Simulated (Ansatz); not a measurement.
Born–Oppenheimer molecular dynamics of BGaH4O (7 atoms, charge 0, multiplicity 1). It starts at the highest image of a converged band, a first-order saddle point between two minima.

Method: RKS B3LYP/def2-SVP (Ansatz).

```json
{
 "ensemble": "NVE (velocity Verlet)",
 "time step": "0.5 fs",
 "steps asked": "200",
 "starting velocities drawn for": "300 K",
 "seed": "3347"
}
```

First frame:

```xyz
7
Properties=species:S:1:pos:R:3
O -1.770 -0.591 -0.680
B -0.588 -0.421 -0.136
Ga 0.737 -0.008 1.391
H -1.832 -0.531 -1.645
H 0.529 0.776 -0.389
H 0.759 1.455 0.335
H 2.165 -0.680 1.123
```

(1) How far do the bonds stretch over the last three quarters of this one trajectory? (Pairs bonded in most of those frames.)

## Answers

(1) 
```
  bond  mean (Å)  spread (Å)  shortest  longest
 O1–B2     1.365       0.022      1.32     1.41
 O1–H4     0.976       0.035      0.92     1.03
B2–Ga3     2.203       0.147      1.92     2.45
 B2–H5     1.261       0.106      1.09     1.43
Ga3–H6     1.628       0.084      1.49     1.82
Ga3–H7     1.630       0.042      1.54     1.72
```

Mean temperature of the second half: 2169 K. The conserved energy stayed within 0.38 meV per atom of its start (net change -0.15 meV per atom), so the integration is sound. The system heated up, since it started high on the potential surface and ran downhill. A run of 0.1 ps of so small a system gives no equilibrium averages. The orbitals stay closed-shell, which can raise the energy where a bond breaks towards radicals; this wasn't checked here.

Run time: 9.5 min on 1 thread of Arm Neoverse V1, on a shared host, peak memory 0.15 GiB.
